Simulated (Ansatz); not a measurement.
Isolated molecules relaxed with PBE0-D4/def2-TZVP in Ansatz; ΔE leaves out vibrations. CCSD(T)/CBS adds triple-zeta CCSD(T) − MP2 to the extrapolated MP2 energy (def2 sets, frozen cores). DFT in def2-TZVPP. B3LYP here is the variant with VWN-RPA as its local correlation; programs differ in this. One conformer a species, not always the lowest.

Consider the cleavage of the Si–Si bond: `CB[SiH2][SiH2]Cl` + `O[SiH2]S` → `O[SiH2]S[SiH2]Cl` + `CB[SiH3]`.

CCSD(T)/CBS gives -58.2 kJ/mol.

(1) Another level gave -61.5 kJ/mol. Which?
A. PBE/def2-TZVPP
B. B3LYP-D4/def2-TZVPP
C. ωB97M-V/def2-TZVPP
D. PBE0/def2-TZVPP

Largest T1 diagnostic among the species: 0.012.

## Answers

(1) C. ωB97M-V -61.5, B3LYP-D4 -55.9, PBE0 -49.1, PBE -44.3 kJ/mol.

From PBE to PBE0 (25 % exact exchange), in def2-TZVPP and without D4, ΔE moves by −4.9 kJ/mol. The D4 term adds −3.9 kJ/mol with B3LYP and −1.7 kJ/mol with PBE0; it sums over pairs of atoms, weighted by their polarisabilities, and B3LYP, whose exchange is more repulsive, gets the larger term.
